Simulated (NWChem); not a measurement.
System: SnSiH4, singlet; SMILES [SiH3][SnH]

Input file for NWChem:

```
start job
memory heap 200 mb stack 900 mb global 1100 mb
geometry units angstroms noautoz
  Sn    -0.006111     0.699920     0.088785
  H      1.761308     0.589882    -0.116739
  Si    -0.047052    -1.959906     0.015094
  H      0.800601    -2.523907     1.118578
  H      0.523237    -2.452471    -1.283535
  H     -1.415531    -2.554406     0.155386
end
basis spherical
  * library def2-svpd
end
ecp
  Sn library def2-ecp
end
dft
  xc xcamb88 1.00 lyp 0.81 vwn_5 0.19 hfexch 1.00
  cam 0.33 cam_alpha 0.19 cam_beta 0.46
  iterations 150
end
tddft
  cis
  nroots 6
  notriplet
end
task tddft energy
```

NWChem printed, in part:

```
             Northwest Computational Chemistry Package (NWChem) 7.3.0
             --------------------------------------------------------

 CS  symmetry detected

                             Geometry "geometry" -> ""
                             -------------------------

 Output coordinates in angstroms (scale by  1.889725989 to convert to a.u.)

  No.       Tag          Charge          X              Y              Z
 ---- ---------------- ---------- -------------- -------------- --------------
    1 Sn                  50.0000    -0.03034503     0.69074365     0.00000000
    2 H                    1.0000     1.75055905     0.61012699     0.00000000
    3 Si                  14.0000    -0.01858951    -1.97039195     0.00000000
    4 H                    1.0000     0.70552887    -2.48701077     1.20956336
    5 H                    1.0000     0.70552887    -2.48701077    -1.20956336
    6 H                    1.0000    -1.38411219    -2.58780041     0.00000000

 Effective nuclear repulsion energy (a.u.)     194.9672310373

      Symmetry information
      --------------------

 Group name             Cs
 Group number              2
 Group order               2
 No. of unique centers     5

                                 NWChem DFT Module
                                 -----------------

 Summary of "ao basis" -> "ao basis" (spherical)
 ------------------------------------------------------------------------------
       Tag                 Description            Shells   Functions and Types
 ---------------- ------------------------------  ------  ---------------------
 Sn                        def2-svpd                12       32   5s4p3d
 H                         def2-svpd                 4        8   2s2p
 Si                        def2-svpd                10       24   5s3p2d

      Symmetry analysis of basis
      --------------------------

        a'         59
        a"         29

            General Information
            -------------------
          SCF calculation type: DFT
          Wavefunction type:  closed shell.
          No. of atoms     :     6
          No. of electrons :    40
           Alpha electrons :    20
            Beta electrons :    20
          Charge           :     0
          Spin multiplicity:     1
          Use of symmetry is: off; symmetry adaption is: on
          Maximum number of iterations: 150
          AO basis - number of functions:    88
                     number of shells:    38
          Convergence on energy requested:  1.00D-06
          Convergence on density requested:  1.00D-05
          Convergence on gradient requested:  5.00D-04

              XC Information
              --------------
                     Hartree-Fock (Exact) Exchange  1.000
                   CAM-Becke88 Exchange Functional  1.000
                      VWN V Correlation Functional  0.190 local
              Lee-Yang-Parr Correlation Functional  0.810

           Range-Separation Parameters
           ---------------------------
           Alpha           :  0.19
           Beta            :  0.46
           Gamma           :  0.33
           Short-Range HF  :     F

             Grid Information
             ----------------
          Grid used for XC integration:  medium
          Radial quadrature: Mura-Knowles
          Angular quadrature: Lebedev.
          Tag              B.-S. Rad. Rad. Pts. Rad. Cut. Ang. Pts.
          ---              ---------- --------- --------- ---------
          Sn                  1.45      123          12.0       590
          H                   0.35       45          12.0       434
          Si                  1.10       88          12.0       590
          Grid pruning is: on
          Number of quadrature shells:   391
          Spatial weights used:  Erf1

      Superposition of Atomic Density Guess
      -------------------------------------

 Sum of atomic energies:        -539.82869924

      Non-variational initial energy
      ------------------------------

 Total energy =    -504.271808
 1-e energy   =    -969.823566
 2-e energy   =     369.541383
 HOMO         =      -0.208430
 LUMO         =      -0.085899

[...]

                                NWChem TDDFT Module
                                -------------------

            General Information
            -------------------
           No. of orbitals :     176
            Alpha orbitals :      88
             Beta orbitals :      88
        Alpha frozen cores :       0
         Beta frozen cores :       0
     Alpha frozen virtuals :       0
      Beta frozen virtuals :       0
         Spin multiplicity :       1
    Number of AO functions :      88
        Use of symmetry is : off
      Symmetry adaption is : on
         Schwarz screening :  0.10D-07

              XC Information
              --------------
              Hartree-Fock (Exact) Exchange   1.00
            CAM-Becke88 Exchange Functional   1.00
               VWN V Correlation Functional   0.19 local
       Lee-Yang-Parr Correlation Functional   0.81
           Alpha           :  0.19
           Beta            :  0.46
           Gamma           :  0.33

             TDDFT Information
             -----------------
          Calculation type : Tamm-Dancoff TDDFT
         Wavefunction type : Restricted singlets
          No. of electrons :      40
           Alpha electrons :      20
            Beta electrons :      20
              No. of roots :       6
          Max subspacesize :    5200
            Max iterations :     100
               Target root :       1
           Target symmetry : none
      Symmetry restriction : off
                 Algorithm : Optimal
        Davidson threshold :  0.10D-03

    6 smallest eigenvalue differences (eV)
--------------------------------------------------------
  No. Spin  Occ  Vir  Irrep   E(Occ)    E(Vir)   E(Diff)
--------------------------------------------------------
    1    1   20   21 a"       -0.277    -0.082     5.311
    2    1   19   21 a"       -0.330    -0.082     6.750
    3    1   20   22 a'       -0.277     0.023     8.155
    4    1   20   23 a'       -0.277     0.028     8.293
    5    1   18   21 a"       -0.403    -0.082     8.747
    6    1   17   21 a'       -0.404    -0.082     8.767
--------------------------------------------------------

  Entering Davidson iterations
  Restricted singlet excited states

  Iter   NTrls   NConv    DeltaV     DeltaE      Time
  ----  ------  ------  ---------  ---------  ---------
    1      6       0     0.64E-01   0.10+100        9.4
    2     12       0     0.21E-01   0.10E-01        9.4
    3     18       0     0.14E-01   0.14E-02        9.5
    4     24       0     0.75E-02   0.40E-03        9.4
    5     30       2     0.36E-02   0.87E-04        9.5
    6     34       2     0.12E-02   0.14E-04        8.3
    7     38       3     0.76E-03   0.25E-05        8.3
    8     41       5     0.42E-03   0.12E-05        8.0
    9     42       5     0.13E-03   0.18E-06        6.7
   10     43       6     0.82E-04   0.10E-07        6.7
  ----  ------  ------  ---------  ---------  ---------
  Convergence criterion met

  Ground state a'       -506.047042387946 a.u.

  ----------------------------------------------------------------------------
  Root   1 singlet a"             0.072905996 a.u.                1.9839 eV
  ----------------------------------------------------------------------------
     Transition Moments    X  0.00000   Y -0.00000   Z  0.38680
     Dipole Oscillator Strength                    0.0072718459
     Electric Quadrupole                           0.0000000241
     Magnetic Dipole                               0.0000008754
     Total Oscillator Strength                     0.0072727453

     Occ.   20  a'  ---  Virt.   21  a"      -0.99424
  ----------------------------------------------------------------------------
  Root   2 singlet a"             0.118523167 a.u.                3.2252 eV
  ----------------------------------------------------------------------------
     Transition Moments    X -0.00000   Y -0.00000   Z -0.27240
     Dipole Oscillator Strength                    0.0058630971
     Electric Quadrupole                           0.0000000343
     Magnetic Dipole                               0.0000014126
     Total Oscillator Strength                     0.0058645440

     Occ.   16  a'  ---  Virt.   21  a"      -0.06747
     Occ.   19  a'  ---  Virt.   21  a"      -0.99243
  ----------------------------------------------------------------------------
  Root   3 singlet a'             0.200649031 a.u.                5.4599 eV
  ----------------------------------------------------------------------------
     Transition Moments    X -0.57701   Y  0.15406   Z -0.00000
     Dipole Oscillator Strength                    0.0477110944
     Electric Quadrupole                           0.0000002191
     Magnetic Dipole                               0.0000008561
     Total Oscillator Strength                     0.0477121697

     Occ.   19  a'  ---  Virt.   26  a'      -0.06595
     Occ.   20  a'  ---  Virt.   22  a'       0.37356
     Occ.   20  a'  ---  Virt.   23  a'      -0.89641
     Occ.   20  a'  ---  Virt.   24  a'      -0.14656
     Occ.   20  a'  ---  Virt.   26  a'      -0.09576
     Occ.   20  a'  ---  Virt.   27  a'       0.07073
  ----------------------------------------------------------------------------
  Root   4 singlet a'             0.210858284 a.u.                5.7377 eV
  ----------------------------------------------------------------------------
     Transition Moments    X  0.00547   Y  1.84329   Z -0.00000
     Dipole Oscillator Strength                    0.4776293297
     Electric Quadrupole                           0.0000000169
     Magnetic Dipole                               0.0000007354
     Total Oscillator Strength                     0.4776300820

[...]
```

Level: CAM-B3LYP/def2-SVPD with def2 effective core potentials on Sn, TDA. Low-valent species are run as closed-shell singlets; no triplet was tried in these runs. Coordinates come from a PBE0/def2-SVP optimisation. Not confirmed as a minimum by frequencies. def2 effective core potentials on Sn; no spin-orbit coupling.
